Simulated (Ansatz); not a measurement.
**Question.** Name a neutral molecule of Al, C, P and H with LUMO energy (PBE0/def2-TZVPP) between 0.40 and 0.70 eV and LUMO energy (B3LYP/def2-TZVPP) between 0.05 and 0.35 eV (Ansatz, PBE0-D4/def2-TZVP geometry).

**Answer.** `[CH3][Al-]([CH3])([CH3])[P+](C)(C)C` (0.47 eV, 0.16 eV); `C[P+](C)(C)[AlH3-]` (0.44 eV, 0.15 eV); `CC[P+]([AlH3-])(CC)CC` (0.51 eV, 0.31 eV). Other molecules can fit too; these were computed, each in one conformer that needn't be the lowest.

B3LYP here is the variant with VWN-RPA as its local correlation; programs differ in this.
